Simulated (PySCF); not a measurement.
# PBE on Mo²⁺ (molybdenum, charge +2)

Configuration: [Kr] 4d4, high-spin 5D determinant. Computed with PySCF 2.14 in def2-TZVP with the def2 core potential (28 electrons) (6s4p3d1f, 40 functions), with a scalar-relativistic core potential.

```json
{
 "Total energy": "-67.2442 hartree",
 "One-electron energy": "-107.2993 hartree",
 "Hartree (Coulomb) energy": "47.4509 hartree",
 "Exchange-correlation energy": "-7.3957 hartree",
 "⟨S²⟩": "6.0004",
 "⟨L²⟩": "6.005",
 "Sum of ⟨r⟩": "16.72 bohr",
 "Sum of ⟨r²⟩": "27.46 bohr²",
 "Traceless quadrupole moment −½Σ⟨3z² − r²⟩ along its main axis": "-0.914 e·bohr²",
 "Time after the integrals": "0.26 s of wall time on 1 thread of Neoverse-V2 (shared host)"
}
```

```tsv
shell	electrons	mean orbital energy (eV)	spread (eV)	rms radius, mean of both spins (bohr)
4s α	1	-84.897	0	1.18
4s β	1	-82.311	0	1.18
4p α	3	-58.745	0.573	1.32
4p β	3	-55.917	1.294	1.32
4d α	4	-21.852	0.808	1.89
```

Energies and moments cover only the electrons outside the core potential.
